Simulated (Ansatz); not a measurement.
A CCSD(T) single point on `[OH][GaH][OH]`.

```yaml
crystal:
  periodic: [false, false, false]
  atoms:
    - {symbol: O, position_ang: [-1.213195, -0.662196, -0.331643]}
    - {symbol: Ga, position_ang: [0.192712, 0.428520, -0.177701]}
    - {symbol: O, position_ang: [1.374539, -0.148614, 1.016596]}
    - {symbol: H, position_ang: [-1.873657, -0.383326, -0.968289]}
    - {symbol: H, position_ang: [0.410218, 1.739877, -0.968360]}
    - {symbol: H, position_ang: [1.109383, -0.974271, 1.429398]}
basis:
  gaussian: {orbitals: def2-SVP}
correlation: {method: ccsd_t}
```

```sh
$ ansatz run in.yaml --threads 4 --pin off --events-out ev --progress --plain --max-ram 10444MiB
```

The program prints (abridged):

```
Functional definition: HF
735 factors; integrals over basis functions are off by at most 6.6e-4 eV
mean field evaluation 1: about -56442.7368 eV, gradient 4.9e1 eV
mean field evaluation 2: about -56442.7394 eV, gradient 4.9e1 eV
mean field evaluation 4: about -56447.3605 eV, gradient 2.5e0 eV
mean field evaluation 8: about -56447.3829 eV, gradient 1.5e-4 eV
mean field -56447.38294197 eV, -2074.4030617070 hartree, gradient 1.1e-6 eV, S^2 0.000000; 0 other end points of the search recorded, 0 dependent functions left out
11 core orbitals not correlated: weight in the atoms' cores, before any rotation towards them, 1.000 or more for the frozen orbitals, at most 0.000 for the correlated occupied ones
reference -56447.38294197 eV, -2074.4030617070 hartree; 14, 14 occupied and 50, 50 virtual orbitals, 735 factors
second order -16.23142242 eV of doubles, -0.00000000 eV of singles
cycle   1  -15.72675374 eV  change    5.0e-1 eV  update   1.1e-1
cycle   2  -16.21067714 eV  change   -4.8e-1 eV  update   3.3e-2
cycle   3  -16.32636260 eV  change   -1.2e-1 eV  update   1.9e-2
cycle   4  -16.31268477 eV  change    1.4e-2 eV  update   4.6e-3
cycle   5  -16.31014522 eV  change    2.5e-3 eV  update   2.2e-3
cycle   6  -16.31063361 eV  change   -4.9e-4 eV  update   6.0e-4
cycle   7  -16.31041371 eV  change    2.2e-4 eV  update   2.0e-4
cycle   8  -16.31033754 eV  change    7.6e-5 eV  update   5.3e-5
cycle   9  -16.31033768 eV  change   -1.4e-7 eV  update   1.8e-5
perturbative correction -0.41103876 eV, -0.0151053960 hartree
Total energy: -56464.10431842 eV, -2075.0175609573 hartree
```

Run time 1.1 s (4 threads of an Arm Neoverse V1 on a shared host); peak host memory 0.2 GiB.

Correlation energy per correlated electron: -0.597 eV. T1 diagnostic: 0.0153.
